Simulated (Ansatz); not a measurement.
Isomers of BGeH₅OSi, relaxed with PBE0-D4/def2-TZVP in Ansatz; electronic energies, one conformer each and not always the lowest. Functionals use def2-TZVPP; CBS adds triple-zeta CCSD(T) − MP2 to the MP2 limit of def2-TZVPP and def2-QZVPP.

Outer-core shells of Ge are correlated without core-valence functions. Scalar relativity is left out up to krypton. Spin–orbit coupling is left out.

**Question.** Order them by energy at frozen-core CCSD(T)/CBS, lowest first. (An estimate is asked.)
A. `[SiH3][B]1[O][GeH2]1`
B. `[GeH3][SiH]1BO1`
C. `[GeH3][B]1O[SiH2]1`

**Answer.** B (0.0 kcal/mol), C (3.5 kcal/mol), A (7.0 kcal/mol).

**Question.** How do B3LYP, MP2/CBS(def2), ωB97M-V, PBE0-D4 place them (kcal/mol, against `[GeH3][SiH]1BO1`)? (Best estimate.)

**Answer.** Computed: 
```
                isomer  B3LYP  MP2/CBS(def2)  ωB97M-V  PBE0-D4
`[SiH3][B]1[O][GeH2]1`    5.8            7.2      8.4      8.4
  `[GeH3][B]1O[SiH2]1`    3.9            3.5      3.9      4.5
```

B3LYP here is the variant with VWN-RPA as its local correlation; programs differ in this.
